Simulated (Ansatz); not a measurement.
`N=[C](Cl)[GeH3]` + `N[SiH2]S` → `N[SiH2][S][GeH3]` + `N=CCl`  (ligand exchange at a Ge–C bond)

Computed with Ansatz on PBE0-D4/def2-TZVP structures; ΔE is electronic, products minus reactants. CBS: MP2 limit from def2 TZ/QZ plus the TZ coupled-cluster correction, frozen cores. This one scheme is used for every species. Functionals use def2-TZVPP. For Ge outer-core shells are correlated without core-valence functions, which leaves a few kJ/mol of doubt a bond. Scalar relativity is left out up to krypton. Each species was taken in one conformer, which may not be the lowest.

`N=[C](Cl)[GeH3]`:

Cartesian coordinates in Å:
```
N -1.192 1.475 -0.293
C -0.230 0.728 -0.577
Cl 0.665 1.064 -2.050
Ge 0.477 -0.834 0.403
H -1.635 1.188 0.579
H 1.934 -0.556 0.785
H -0.400 -0.998 1.655
H 0.381 -2.066 -0.502
```

`N[SiH2]S`:

Z-matrix (Å, degrees):
```
Si
S 1 2.151
N 1 1.706 2 111.5
H 1 1.484 2 111.6 3 -117.8
H 1 1.485 2 105.8 3 122.4
H 2 1.343 1 94.3 3 -148.1
H 3 1.006 1 122.1 2 53.2
H 3 1.006 1 120.4 2 -98.6
```

`N[SiH2][S][GeH3]`:

```xyz
11

N     0.411    1.956   -1.617
Si    0.088    0.443   -0.893
S     0.828    0.301    1.117
Ge   -0.318   -1.512    1.700
H    -0.005    2.796   -1.246
H     1.327    2.142   -1.993
H    -1.381    0.221   -0.846
H     0.738   -0.595   -1.731
H    -0.272   -2.541    0.557
H     0.363   -2.072    2.954
H    -1.779   -1.139    1.997
```

`N=CCl`:

```xyz
5

N     0.637   -0.379    0.659
C    -0.217    0.036   -0.151
Cl   -1.724   -0.787   -0.356
H     1.459    0.223    0.650
H    -0.155    0.908   -0.803
```

```tsv
level	ΔE (eV)
RPA@PBE/def2-TZVPP	-0.62
CCSD/CBS(def2)	-0.67
```

(1) What does CCSD(T)/CBS give? (Best estimate.)

Largest T1 diagnostic among the species: 0.013.

Results:

(1) Computed: -0.66 eV. The listed levels differ from it by 0.04, -0.01 eV.

In def2-TZVPP, CCSD(T) changes the Hartree–Fock value by +0.09 eV (the triples alone add +0.01 eV) and MP2 by +0.06 eV. From PBE to PBE0 (25 % exact exchange), in def2-TZVPP and without D4, ΔE moves by −0.05 eV.
